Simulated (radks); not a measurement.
The numbers below are computed, except where a source is named.
Problem. Re2+, configuration [Xe] 4f12 5d7 (not the ground configuration). Level of theory: Dirac Kohn-Sham, PBE, spin-unpolarised, spherical densities, finite nucleus; open shells are shared between the two j in proportion to 2j + 1; Fermi nuclear charge, rms radius 5.3698 fm (a radial shooting solver on a logarithmic mesh with Libxc functionals). Some entries of the table are withheld. Estimate them.

orbital,occ.,eigenvalue (eV),<r> (bohr)
1s1/2,2,-71570.18,(1)
2s1/2,2,-12434.04,0.07560
2p1/2,2,-11901.37,(2)
2p3/2,4,-10462.05,(3)
3s1/2,2,-2912.391,0.1969
3p1/2,2,-2674.076,0.1870
3p3/2,4,-2361.588,0.2019
3d3/2,4,-1960.334,0.1765
3d5/2,6,-1892.548,0.1811
4s1/2,2,(4),0.4388
4p1/2,2,-539.1636,0.4429
4p3/2,4,-465.3265,0.4755
4d3/2,4,-301.3291,0.4883
4d5/2,6,-287.5468,0.4992
5s1/2,2,-110.2449,1.010
4f5/2,5.14286,-80.4838,(5)
5p1/2,2,-78.9140,1.097
4f7/2,6.85714,-77.7742,(6)
5p3/2,4,-66.7684,1.191
5d3/2,2.8,-25.1165,1.615
5d5/2,4.2,-23.8927,1.667

Solution. 
(1) 1s1/2 <r> (bohr): 0.01804
(2) 2p1/2 <r> (bohr): 0.06247
(3) 2p3/2 <r> (bohr): 0.07055
(4) 4s1/2 eigenvalue (eV): -638.8259
(5) 4f5/2 <r> (bohr): 0.5484
(6) 4f7/2 <r> (bohr): 0.5556
